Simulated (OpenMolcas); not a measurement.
**Co²⁺: CASPT2 settings compared**

```
Program             : OpenMolcas
Basis               : ANO-R3 [8s5p5d3f2g1h]
Scalar Hamiltonian  : X2C, finite nucleus
Active space        : 7 electrons in 5 orbitals (3d)
State averaging     : 2S+1 = 4 even, 10 roots; 2S+1 = 2 even, 35 roots kept (CI in the orbitals of an earlier block)
Spin-orbit coupling : RASSI with atomic mean-field integrals over the reference wave functions, term energies averaged over their components
```

Methods on the same reference wave functions:
A. CASSCF
B. SS-CASPT2, IPEA 0.2 Eh, imaginary shift 0.1 Eh (closed shells correlated: 2s 2p 3s 3p)
C. SS-CASPT2, IPEA 0.4 Eh, sigma2 regulariser 0.2 Eh (closed shells correlated: 3s 3p)
D. XMS-CASPT2, IPEA 0.3 Eh, imaginary shift 0.1 Eh (closed shells correlated: 2s 2p 3s 3p)

Energies in cm⁻¹ above 3d⁷ ⁴F_9/2, the measured ground level; measured values from Sugar and Corliss, J. Phys. Chem. Ref. Data 10, 1097 (1981).

```tsv
Level	A	B	C	D	Measured
3d⁷ ⁴F_9/2	0.0	0.0	0.0	0.0	0.0
3d⁷ ⁴F_7/2	831	835	834	834	841
3d⁷ ⁴F_5/2	1447	1447	1447	1446	1451
3d⁷ ⁴F_3/2	1871	1866	1866	1866	1867
3d⁷ ²G_9/2	19380	16820	17140	17640	16978
3d⁷ ⁴P_5/2	19394	15650	15910	15390	15202
3d⁷ ⁴P_3/2	19678	15940	16200	15640	15428
3d⁷ ⁴P_1/2	20057	16310	16580	16040	15811
3d⁷ ²G_7/2	20175	17620	17940	18430	17766
3d⁷ ²P_3/2	25655	21810	22110	20660	20195
3d⁷ ²H_11/2	25784	22510	22770	23740	22720
3d⁷ ²P_1/2	26482	22810	23090	21370	
3d⁷ ²H_9/2	26484	23220	23490	24440	23434
3d⁷ ²D_5/2	27945	23140	23540	23800	23059
3d⁷ ²D_3/2	29174	24550	24930	24940	24237
3d⁷ ²F_5/2	44716	37220	37730	38320	37021
3d⁷ ²F_7/2	45038	37540	38050	38650	37316
```

Deviations, from unrounded energies. A percentage is the sum of absolute deviations over the sum of measured energies, with the sign that they share, or ± where signs differ.

```tsv
Against measurement	Levels	A	B	C	D
mean absolute deviation (cm-1)	15	3600	310	480	570
fine structure of the ground term (%)	3	±0.4	-0.3	-0.3	-0.3
other terms of the ground configuration (%)	12	+20.2	±1.7	+2.7	+3.2
```

B lies closest to measurement on these levels and A furthest from it. The largest miss of B in the table is 3d⁷ ²P_3/2, by +1600 cm-1. The ranking rests on the paired levels alone, and a cruder setting can come out closer through cancelling errors.

Among B to D the level of the table that moves most is 3d⁷ ²P_1/2, by 1700 cm-1 (lowest in D, highest in C). Moves below CASPT2's spread within the term are not significant.

The mean deviations of B to D differ by less than CASPT2's widest spread within a term (1600 cm-1), so their order carries little weight.

From A to B the spin-free energies of the other terms of 3d⁷ shown, above ⁴F, scale by factors of 0.80 to 0.87, as is usual when dynamic correlation screens the repulsion within a d or f shell.

The lowest spin-free term lies below A's lowest term by 0.789 hartree in B, 0.653 hartree in C, 0.790 hartree in D.

Term energies are means over components that CASPT2 splits; among the terms shown or strongly mixed into the levels shown the widest spread is 1600 cm-1 (3d⁷ ⁴F, D). Terms from blocks run as CI alone lack orbitals of their own. The CASPT2 spread within a term exceeds the gap to the next term for 3d⁷ ²P and 3d⁷ ²H, 3d⁷ ²H and 3d⁷ ²D, so the order of their levels is uncertain (figures for B; the like holds for C, D). Without dynamic correlation excited terms often stand tens of per cent too high (terms of higher spin than the ground term too low), and those without a measured partner can miss by more than the paired ones (holds for A). Some levels mix across a computed gap that differs much from the measured one, so their mixing is not that of the real levels (holds for B; C). Computed and measured levels are paired by configuration, term and J; levels that our copy of the source lacks, or whose pairing is in doubt (as where it misses far off the trend of its configuration), stay unpaired and out of the deviations. Levels of configurations outside the active space are missing.
